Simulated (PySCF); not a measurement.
Sn(OMe)(SiH3) (CH6OSiSn), SMILES C[O][Sn][SiH3] (connectivity only; charge and spin as stated), neutral, multiplicity 1.

Geometry optimised at PBE-D3(BJ)/def2-SVP. The structure was generated by enumeration; whether it is a known compound was not checked. The def2 effective core potentials stand for the cores of Sn; spin–orbit coupling is left out. One conformer was computed; it need not be the lowest.

Two levels are set side by side: PBE/def2-TZVP (PySCF) and B3LYP/def2-TZVP (PySCF). Same geometry, gas phase. Differences are taken from unrounded values.

```csv
quantity,B3LYP
orbital gap (eV),3.17
highest occupied level (eV),-6.20
lowest empty level (eV),-3.02
dipole moment (D),0.94
mean polarisability (bohr³),96.3
```

Task: What does PBE give, and how far is it from B3LYP? (Estimate from the structure and the level; the computed values follow.)

Result: 
| quantity | PBE | PBE minus B3LYP |
|---|---|---|
| orbital gap (eV) | 1.98 | -1.19 |
| highest occupied level (eV) | -5.44 | 0.76 |
| lowest empty level (eV) | -3.46 | -0.44 |
| dipole moment (D) | 0.73 | -0.21 |
| mean polarisability (bohr³) | 99.6 | 3.3 |

PBE's occupied levels lie high since its potential decays too fast outside the molecule; exact exchange lowers them and widens the gap. PBE's more diffuse valence density responds more strongly to a field. Differences between two approximate levels are no errors against the true value.

Rough cost on one machine, each run with all the roots and properties that it gave: B3LYP against PBE within a factor of 2.
